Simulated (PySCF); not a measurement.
Where the electron goes

C5H9NS.
Z-matrix (Å and degrees, GFN2-xTB geometry), rows numbered from 1:
```
S 
C   1  1.8355
C   2  1.5031  1  109.86
N   3  1.2533  2  126.71  1  -139.88
C   4  1.4364  3  121.31  2    -1.29
C   5  1.5300  4  114.73  3   -14.92
C   2  1.5240  1  112.21  3  -123.89
H   1  1.3326  2   95.89  3    56.05
H   2  1.0953  1  103.42  3   116.46
H   3  1.0845  2  116.10  1    38.99
H   5  1.0939  4  106.56  3  -138.21
H   5  1.0962  4  106.47  3   107.80
H   6  1.0904  5  110.15  4   168.05
H   6  1.0926  5  109.34  4   -73.08
H   7  1.0909  2  110.62  1   -69.06
H   7  1.0937  2  109.39  1    49.84
```

The calculation used TDDFT B3LYP/def2-SVPD, vertical, gas phase, core orbitals frozen in the response in PySCF.

Kohn–Sham orbitals with the atoms that hold most of them (Löwdin shares over 4%, at most four atoms; ? is withheld):

| orbital | ε (eV) | atoms |
| --- | --- | --- |
| HOMO-3 | -9.10 | S1 36%, C2 14%, C7 12%, C6 12% |
| HOMO-2 | -8.27 | N4 32%, C3 24%, C5 12%, S1 9% |
| HOMO-1 | -7.01 | S1 47%, N4 22%, C2 6%, C3 5% |
| HOMO | -6.60 | ? |
| LUMO | ? | ? |
| LUMO+1 | -0.11 | S1 45%, H8 10%, C2 9%, C3 6% |
| LUMO+2 | 0.47 | S1 45%, H8 18%, H14 6%, H9 5% |

(1) Which atoms hold the HOMO, and with what shares?

(2) Which atoms hold the LUMO, and with what shares?

(3) What is the LUMO energy, and the HOMO–LUMO gap?

## Answers

(1) N4 (bonded to 2 C) 34%; S1 (bonded to C and H) 28%; C3 (bonded to C, N and H) 9%; C2 (bonded to 2 C, S and H) 8%. By element: nitrogen 34%, sulfur 28%, carbon 17% or more.

(2) N4 (bonded to 2 C) 29%; C3 (bonded to C, N and H) 26%; S1 (bonded to C and H) 13%; C2 (bonded to 2 C, S and H) 8%. By element: carbon 34% or more, nitrogen 29%, sulfur 13%.

(3) ε(LUMO) = -0.66 eV; the gap is 5.95 eV (0.2185 hartree).

Q: The HOMO–LUMO gap is 5.95 eV. Where does the response calculation put the lowest singlet, and from which orbitals?

A: S1 is at 4.61 eV (f = 0.0022), 1.34 eV below the gap, made of HOMO→LUMO (86%), HOMO-1→LUMO (11%). 

Q: One configuration dominates each of S1, S2 and S4. Which, and how do the shares of the two leading atoms of either orbital change from the occupied to the empty one?

A: 
- S1 (4.61 eV, f 0.0022), HOMO→LUMO (86%): N4 34% → 29%, S1 28% → 13%, C3 9% → 26%
- S2 (5.34 eV, f 0.019), HOMO-1→LUMO (75%): S1 47% → 13%, N4 22% → 29%, C3 5% → 26%
- S4 (5.89 eV, f 0.0089), HOMO-1→LUMO+1 (71%): S1 47% → 45%, N4 22% → at most 7%, H8 at most 6% → 10%

On Arm Neoverse V1, one thread, shared host, this took 41 s.

One conformer stands for the species.
